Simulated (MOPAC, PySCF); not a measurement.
C$_{2}$H$_{4}$OS, SMILES `O/C=C/S` (H–O–C–C torsion -180°, C–C–S–H torsion 0°), neutral singlet in the gas phase. 

Cartesian coordinates (Å):
```xyz
8

O     -1.8113     0.1109    -0.1971
C     -0.4705    -0.1748    -0.1727
C      0.3885     0.6395     0.4377
S      2.1254     0.4404     0.5712
H     -2.2674    -0.5856    -0.6788
H     -0.1596    -1.0888    -0.6728
H      0.0244     1.5393     0.9215
H      2.2146    -0.7175    -0.1064
```
Charge 0, spin multiplicity 1.

All levels are single points at this geometry (r2SCAN-D4/def2-TZVP); Pople sets use spherical d functions. Orbital energies aren't observables, and empty levels follow the basis.

B3LYP/LANL2DZ in PySCF gives dipole (D) = 3.22.

Problem. Estimate the dipole (D) from each of these levels: PBE-D3(BJ)/def2-TZVP in PySCF; r2SCAN-D4/def2-TZVP in PySCF; B3LYP/3-21G in PySCF; B3LYP/6-311+G** in PySCF; BP86/6-31G* in PySCF; SVWN5/6-31G* in PySCF; HF/3-21G in PySCF; PM6 in MOPAC.

Solution. 
```csv
level,dipole (D)
PBE-D3(BJ)/def2-TZVP in PySCF,2.60
r2SCAN-D4/def2-TZVP in PySCF,2.67
B3LYP/3-21G in PySCF,3.27
B3LYP/6-311+G** in PySCF,2.72
BP86/6-31G* in PySCF,2.87
SVWN5/6-31G* in PySCF,2.95
HF/3-21G in PySCF,3.40
PM6 in MOPAC,2.93
```
